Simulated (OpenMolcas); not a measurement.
Ca+: from CASSCF to CASPT2

```json
{
 "Program": "OpenMolcas 26.06",
 "Basis": "ANO-RCC-VQZP [7s6p3d2f1g]",
 "Scalar Hamiltonian": "DKH2, point nucleus",
 "Active space": "1 electron in 9 orbitals (3d 4s 4p)",
 "State averaging": "2S+1 = 2 even, 6 roots; 2S+1 = 2 odd, 3 roots",
 "Spin-orbit coupling": "RASSI with atomic mean-field integrals over the reference wave functions, term energies averaged over their components"
}
```

Methods on the same reference wave functions:
A. CASSCF
B. SS-CASPT2, IPEA 0.25 Eh, imaginary shift 0.1 Eh (closed shells correlated: 3s 3p)

Energies in cm⁻¹ above 4s ²S_1/2, the measured ground level; measured values from NIST Handbook of Basic Atomic Spectroscopic Data.

```tsv
Level	A	B	Measured
4s ²S_1/2	0.0	0.0	0.0
3d ²D_3/2	22905	22580	13650
3d ²D_5/2	22928	22600	13711
4p ²P°_1/2	23200	25080	25192
4p ²P°_3/2	23359	25240	25414
```

Deviations, from unrounded energies. A percentage is the sum of absolute deviations over the sum of measured energies, with the sign that they share, or ± where signs differ.

```tsv
Against measurement	Levels	A	B
mean absolute deviation (cm-1)	4	5600	4500
other configurations (%)	4	±28.9	±23.2
```

B lies closest to measurement on these levels. The largest miss of B in the table is 3d ²D_3/2, by +8900 cm-1. The ranking rests on the paired levels alone, and a cruder setting can come out closer through cancelling errors.

The lowest spin-free term lies below A's lowest term by 0.258 hartree in B.

CASPT2 breaks the degeneracy within a term, and the mean is taken; among the terms shown or strongly mixed into the levels shown the widest spread is 130 cm-1 (3d ²D, B). ANO sets are built for ground and valence states and can reach diffuse excited orbitals poorly. With one active electron the reference holds no correlation, so core polarisation is missing (holds for A). With one active electron, CASPT2 adds the correlation within the correlated inactive shells and between them and that electron, and leaves the splitting within a term as the reference gives it (holds for B). Computed and measured levels are paired by configuration, term and J; levels that our copy of the source lacks, or whose pairing is in doubt (as where it misses far off the trend of its configuration), stay unpaired and out of the deviations. Only configurations of the active space appear.

° marks odd parity.
